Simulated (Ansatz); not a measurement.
Job for Ansatz (a quantum-chemistry and plane-wave program): U-PBE/cc-pVTZ on GeH5N (SMILES [NH2][GeH3]), a point of a bond scan (R = 4.918 Å).

Ansatz 0.2 input:
```yaml
crystal:
  periodic: [false, false, false]
  atoms:
    - {symbol: Ge, position_ang: [-0.36016542, 0.04050046, 0.02987818]}
    - {symbol: N, position_ang: [1.47031303, -0.14001610, -0.20882542]}
    - {symbol: H, position_ang: [-2.51142280, -2.98961906, -3.19186758]}
    - {symbol: H, position_ang: [-0.70255945, 1.50788045, -0.27308504]}
    - {symbol: H, position_ang: [-0.85896258, -0.30670081, 1.45462877]}
    - {symbol: H, position_ang: [1.80695904, -1.08530079, -0.07685644]}
    - {symbol: H, position_ang: [2.02009845, 0.47463113, 0.37790643]}
basis:
  gaussian:
    orbitals: cc-pVTZ
hamiltonian:
  xc: {name: PBE}
magnetization: {spin_polarized: true, initial_magnetization: 0}
```

Q: Give the final energy of this run.

A: -2134.2890 hartree. Its determinant has ⟨S²⟩ = 1.00, a mixture of spin states.

Q: How many basis functions does it have, and what does it roughly cost on one machine?

A: 143 functions; around 8 core-seconds (rough).
